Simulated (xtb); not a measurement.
Si(Cl)3(SMe) (CH3Cl3SSi), SMILES CS[Si](Cl)(Cl)Cl. All values are semi-empirical tight-binding results from xtb (GFN2-xTB unless named), good for trends rather than for accurate numbers. Coordinates come from a GFN2-xTB optimisation. The structure was generated by enumeration, and PubChem lists no compound with its InChIKey, so it may never have been made. One conformer was computed; it need not be the lowest.

Optimised geometry:

Bonds (Å): C1–S2 1.826, C1–H7 1.084, C1–H8 1.085, C1–H9 1.085, S2–Si3 2.151, Si3–Cl4 2.024, Si3–Cl5 2.007, Si3–Cl6 2.024. Angles (°): S2–C1–H7 106.2, S2–C1–H8 109.6, S2–C1–H9 109.6, H7–C1–H8 110.2, H7–C1–H9 110.2, H8–C1–H9 110.9, C1–S2–Si3 100.5, S2–Si3–Cl4 110.2, S2–Si3–Cl5 107.6, S2–Si3–Cl6 110.2, Cl4–Si3–Cl5 110.6, Cl4–Si3–Cl6 107.6, Cl5–Si3–Cl6 110.6.
Charge 0, spin multiplicity 1.

- point group as xtb finds it: Cs
- orbital gap: 4.39 eV
- zero-point energy: 27.2 kcal/mol
- G − E(el) at 298.15 K (modified RRHO): 4.3 kcal/mol
- static polarisability (D4 model): 103.3 bohr³
- solvation energy, GFN2-xTB/ALPB(water): -0.8 kcal/mol
- solvation energy, GFN2-xTB/ALPB(methanol): -5.7 kcal/mol

Task: Give the atomic charges and the Wiberg bond orders between heavy atoms. (Estimate from the structure and the level; the computed values follow.)

Result: charges (e) C1 -0.06, S2 -0.22, Si3 0.57, Cl4 -0.16, Cl5 -0.16, Cl6 -0.16, H7 0.08, H8 0.06, H9 0.06. Bond orders C1–S2 1.00, S2–Si3 0.99, Si3–Cl4 1.10, Si3–Cl5 1.12, Si3–Cl6 1.10.
